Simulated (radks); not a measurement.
Q: All-electron atom: Pt5+ in [Xe] 4f14 5d5 (the NIST ground configuration). All-electron calculation, Dirac Kohn-Sham, BLYP, spin-unpolarised, spherical densities, finite nucleus; open shells fill j = l - 1/2 first; Fermi nuclear charge, rms radius 5.427 fm. Program: a radial shooting solver on a logarithmic mesh with Libxc functionals.

Spin-orbit splittings of the eigenvalues, e(l+1/2) - e(l-1/2), with zeta = 2 splitting/(2l+1) and mean radii in bohr:

shell  occ.  splitting (eV)  zeta (eV)  <r> j=l-1/2  <r> j=l+1/2
2p        6            1729       1153      0.05906      0.06749
3p        6           380.2      253.4       0.1768       0.1923
3d       10           81.96      32.78       0.1676       0.1723
4p        6           90.59      60.40       0.4178       0.4517
4d       10           16.85      6.740       0.4616       0.4728
4f       14           3.467     0.9905       0.5109       0.5180
5p        6               ?          ?        1.014        1.102
5d        5           1.915     0.7661        1.370        1.404

Estimate the 5p splitting.

A: 15.75 eV (zeta = 10.50 eV).
